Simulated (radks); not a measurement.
The numbers below are computed, except where a source is named.
Ionisation of the cadmium ion Cd+, [Kr] 4d10 5s1, to Cd2+, [Kr] 4d10, under several functionals. Scalar-relativistic Kohn-Sham, spin-polarised, spherical densities, finite nucleus; open shells are filled with parallel spins first (spin-orbit coupling, left out, can overturn this in heavy ions); a radial shooting solver on a logarithmic mesh with Libxc functionals.

functional                                        E(Cd+) (hartree)  Exc (hartree)  IE (eV)  -e(HOMO) (eV)  <r> HOMO (bohr)  IE error (eV)
LDA (Slater exchange, VWN5 correlation)                -5589.15954     -149.00714   17.723         13.809            2.615         +0.814
exchange-only r2SCAN                                   -5592.47060     -152.12347   16.246         12.897            2.694         -0.662
exchange-only PBE                                      -5591.69457     -151.54750   16.807         12.906            2.690         -0.101
B86b exchange with PBE correlation                     -5594.86579     -154.77610   17.380         13.505            2.638         +0.471
LDA (Slater exchange, Perdew-Zunger correlation)       -5589.13727     -148.98397   17.709         13.785            2.615         +0.800
BP86                                                   -5595.24693     -155.15604   17.480         13.666            2.620         +0.571
RPBE                                                   -5594.51726     -154.42998   17.195         13.339            2.650         +0.286
PBE                                                    -5594.19515     -154.09861   17.352         13.473            2.641         +0.444

NIST Atomic Spectra Database: 16.908 eV (measured). Closest: exchange-only PBE. The Delta-SCF values span 1.48 eV, the total energies 6.11 hartree. The highest occupied level is 5s.
